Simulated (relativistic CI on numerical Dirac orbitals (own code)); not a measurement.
# Line list: Forbidden lines, Re⁸⁺

These numbers are calculated, not measured: Dirac-Coulomb-Breit CI, KLI orbitals optimised for each configuration, model QED (radiative potential, 1s self-energy scaled to tabulated hydrogen-like ionisation energies), unscaled Slater integrals (own radial code, finite nucleus).

Configuration list (outside the closed core [Kr] 4d10): 4f14 5s2 5p5, 4f13 5s2 5p6, 4f14 5s 5p6, 4f14 5s2 5p4 5d, 4f13 5s2 5p5 5d, 4f14 5s 5p5 5d, 4f14 5s2 5p4 5f, 4f14 5s2 5p4 6s, 4f14 5s2 5p4 5g, 4f13 5s2 5p5 6s. Double excitations out of closed p, d and f shells are left out; levels of such configurations are missing from the list, as are those of other unlisted configurations, and high levels can miss mixing partners.

```
λ vac (Å)                         Lower                         Upper  Type   A (s⁻¹)  log gf
   998.34      4f14 5s2 5p5 2P°_3/2 [1]      4f14 5s2 5p5 2P°_1/2 [4]    E2  7.49e+02   -6.65
   998.34      4f14 5s2 5p5 2P°_3/2 [1]      4f14 5s2 5p5 2P°_1/2 [4]    M1  1.77e+04   -5.28
   1315.6      4f14 5s2 5p5 2P°_3/2 [1]      4f13 5s2 5p6 2F°_5/2 [3]    E2  3.22e+00   -8.30
   1606.5   4f14 5s2 5p4 5d 4F_9/2 [10]  4f13 5s2 5p5 5d 4H_13/2 [36]    E2  3.11e+00   -7.77
   1767.4      4f14 5s2 5p5 2P°_3/2 [1]      4f13 5s2 5p6 2F°_7/2 [2]    E2  3.52e+00   -7.88
   2575.7   4f13 5s2 5p5 5d 4G_9/2 [19]  4f13 5s2 5p5 5d 2I_11/2 [62]    M1  7.88e+00   -7.03
   2821.8  4f13 5s2 5p5 5d 4H_11/2 [24]  4f13 5s2 5p5 5d 2I_13/2 [70]    M1  2.11e+01   -6.45
   3169.2   4f13 5s2 5p5 5d 2H_9/2 [26]  4f13 5s2 5p5 5d 2H_11/2 [71]    M1  4.97e+01   -6.05
   3336.9  4f13 5s2 5p5 5d 4I_15/2 [28]  4f13 5s2 5p5 5d 2I_13/2 [70]    M1  1.96e+02   -5.34
   3473.1   4f13 5s2 5p5 5d 4F_9/2 [29]  4f13 5s2 5p5 5d 2H_11/2 [71]    M1  2.05e+01   -6.35
   3579.4  4f13 5s2 5p5 5d 4H_11/2 [24]  4f13 5s2 5p5 5d 4H_13/2 [59]    M1  3.05e+01   -6.09
   3634.4  4f13 5s2 5p5 5d 4I_13/2 [25]  4f13 5s2 5p5 5d 2I_11/2 [62]    M1  1.09e+02   -5.59
   3647.8  4f13 5s2 5p5 5d 4H_13/2 [59]  4f13 5s2 5p5 5d 2H_11/2 [88]    M1  1.87e+02   -5.35
   3753.6  4f13 5s2 5p5 5d 4G_11/2 [32]  4f13 5s2 5p5 5d 2H_11/2 [71]    M1  1.36e+01   -6.46
   3767.5  4f13 5s2 5p5 5d 4G_11/2 [32]  4f13 5s2 5p5 5d 2I_13/2 [70]    M1  1.80e+01   -6.27
   3897.9  4f13 5s2 5p5 5d 4H_13/2 [36]  4f13 5s2 5p5 5d 2H_11/2 [71]    M1  3.42e+01   -6.03
   3912.8  4f13 5s2 5p5 5d 4H_13/2 [36]  4f13 5s2 5p5 5d 2I_13/2 [70]    M1  1.63e+01   -6.28
   3977.4  4f13 5s2 5p5 5d 4I_13/2 [25]  4f13 5s2 5p5 5d 4H_13/2 [59]    M1  2.66e+01   -6.05
   4207.1  4f13 5s2 5p5 5d 4I_13/2 [25]  4f13 5s2 5p5 5d 4H_11/2 [56]    M1  8.33e+01   -5.58
   4450.8  4f13 5s2 5p5 5d 4I_15/2 [28]  4f13 5s2 5p5 5d 4H_13/2 [59]    M1  3.63e+01   -5.82
   4669.6  4f13 5s2 5p5 5d 4G_11/2 [32]  4f13 5s2 5p5 5d 2I_11/2 [62]    M1  1.25e+01   -6.31
   4894.9  4f13 5s2 5p5 5d 4H_13/2 [36]  4f13 5s2 5p5 5d 2I_11/2 [62]    M1  6.67e+01   -5.54
   5146.1      4f13 5s2 5p6 2F°_7/2 [2]      4f13 5s2 5p6 2F°_5/2 [3]    M1  1.13e+02   -5.57
   5744.0   4f13 5s2 5p5 5d 4G_9/2 [19]  4f13 5s2 5p5 5d 4G_11/2 [32]    M1  3.97e+01   -5.63
   5993.8  4f13 5s2 5p5 5d 4H_13/2 [36]  4f13 5s2 5p5 5d 4H_11/2 [56]    M1  2.46e+01   -5.80
   6165.2  4f13 5s2 5p5 5d 4G_11/2 [38]  4f13 5s2 5p5 5d 4H_11/2 [56]    M1  1.13e+01   -6.11
   6167.8  4f13 5s2 5p5 5d 2H_11/2 [44]  4f13 5s2 5p5 5d 2I_11/2 [62]    M1  1.28e+01   -6.06
   7225.1  4f13 5s2 5p5 5d 2H_11/2 [44]  4f13 5s2 5p5 5d 4H_13/2 [59]    M1  1.32e+01   -5.84
   8848.2  4f13 5s2 5p5 5d 4I_13/2 [25]  4f13 5s2 5p5 5d 2H_11/2 [44]    M1  1.14e+01   -5.79
  11745.4   4f13 5s2 5p5 5d 4G_9/2 [19]  4f13 5s2 5p5 5d 4H_11/2 [24]    M1  5.23e+00   -5.89
```

Terms are leading LS components. Brackets give the number of a level in order of energy, since labels repeat. The list gives strong lines, with weight on those to low levels, among the lowest 200 of 261 levels, so that lines to higher ones, which can be the strongest, are missing. Levels whose partners in the same complex of configurations lie outside the list can be far off, and so can their lines. Rates are taken at the computed energies, electric ones in the length gauge.

At this charge configurations can still be misplaced by up to about 7 % of their energy. Levels and lines within the n = 5 or 6 shells can be off by up to 10 % or somewhat more, and those that change n by about 2 %, since core polarisation is missing. Levels that differ in their count of f electrons can be misplaced by several ten thousand cm⁻¹, since the correlation energy of f electrons is missing or only estimated; rates across such gaps can be off by orders of magnitude.

LS names give the leading component of a level, which can be under half, so a name can repeat, a term be missing and a line seem to break the LS rules.
